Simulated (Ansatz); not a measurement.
Question: Name a neutral molecule of B, C, O, S, Te and H with LUMO energy (PBE0/def2-TZVPP) between -1.40 and -1.10 eV and HOMO–LUMO gap (PBE0/def2-TZVPP) between 4.80 and 5.10 eV (Ansatz, PBE0-D4/def2-TZVP geometry).

Answer: `SB1OC[Te]1` (-1.39 eV, 5.05 eV). Other molecules can fit too; these were computed, each in one conformer that needn't be the lowest.
